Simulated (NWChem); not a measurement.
System meant: C$_{2}$HF$_{3}$Si; SMILES C#C[Si](F)(F)F

The following NWChem deck was run.

```
start job
memory heap 200 mb stack 900 mb global 1100 mb
geometry units angstroms noautoz
  C      0.000000     0.000000     2.693442
  C      0.000000     0.000000     1.478718
  Si     0.000000     0.000000    -0.319747
  F      1.345562    -0.639704    -0.893021
  F     -0.118781     1.485143    -0.893021
  F     -1.226781    -0.845439    -0.893021
  H      0.000000     0.000000     3.770235
end
basis spherical
  * library def2-svp
end
dft
  xc xpbe96 cpbe96
  iterations 4
  mulliken
end
task dft energy
```

End of the output:

```
    Atom       Charge   Shell Charges
 -----------   ------   -------------------------------------------------------
    1 C    6     5.99   1.97  0.64  0.36  1.80  1.18  0.05
    2 C    6     6.18   1.97  0.66  0.37  1.85  1.29  0.04
    3 Si  14    13.46   2.00  1.92  0.56  0.24  5.81  1.18  0.78  0.97
    4 F    9     9.14   1.98  1.02  0.76  3.21  2.18  0.01
    5 F    9     9.14   1.98  1.02  0.76  3.21  2.18  0.01
    6 F    9     9.14   1.98  1.02  0.76  3.21  2.18  0.01
    7 H    1     0.95   0.60  0.27  0.08

 center of mass
 --------------
 x =  -0.00000000 y =   0.00000000 z =  -0.11024303

 moments of inertia (a.u.)
 ------------------
         853.008821293032          -0.000000000000           0.000000000000
          -0.000000000000         853.008821293031           0.000000000000
           0.000000000000           0.000000000000         451.795283943004

     Multipole analysis of the density
     ---------------------------------

     L   x y z        total         alpha         beta         nuclear
     -   - - -        -----         -----         ----         -------
     0   0 0 0     -0.000000    -27.000000    -27.000000     54.000000

     1   1 0 0      0.000000      0.000000      0.000000     -0.000000
     1   0 1 0      0.000000      0.000000      0.000000      0.000000
     1   0 0 1      0.953252      0.476626      0.476626     -0.000000

     2   2 0 0    -29.813457    -68.413307    -68.413307    107.013158
     2   1 1 0     -0.000000     -0.000000     -0.000000     -0.000000
     2   1 0 1     -0.000000     -0.000000     -0.000000      0.000000
     2   0 2 0    -29.813457    -68.413307    -68.413307    107.013158
     2   0 1 1      0.000000      0.000000      0.000000      0.000000
     2   0 0 2    -22.205022   -178.629538   -178.629538    335.054054

 ------------------------------------------------------------------------
 dft energy failed                                                                                  0
 ------------------------------------------------------------------------
 ------------------------------------------------------------------------
  current input line :
    20: task dft energy
 ------------------------------------------------------------------------
 ------------------------------------------------------------------------
 This type of error is most commonly associated with calculations not reaching convergence criteria
 ------------------------------------------------------------------------
 For more information see the NWChem manual at https://nwchemgit.github.io

0:dft energy failed:Received an Error in Communication
```

**Question.** Find the fault in this run and fix the input.

**Answer.** The run did not converge; its last values are not results. Cause: the SCF was allowed too few iterations. This input runs:
```
start job
memory heap 200 mb stack 900 mb global 1100 mb
geometry units angstroms noautoz
  C      0.000000     0.000000     2.693442
  C      0.000000     0.000000     1.478718
  Si     0.000000     0.000000    -0.319747
  F      1.345562    -0.639704    -0.893021
  F     -0.118781     1.485143    -0.893021
  F     -1.226781    -0.845439    -0.893021
  H      0.000000     0.000000     3.770235
end
basis spherical
  C library def2-svp
  Si library def2-svp
  F library def2-svp
  H library def2-svp
end
dft
  xc xpbe96 cpbe96
  iterations 150
  mulliken
end
task dft energy
```
It converges to -665.04494 Ha (PBE/def2-SVP).
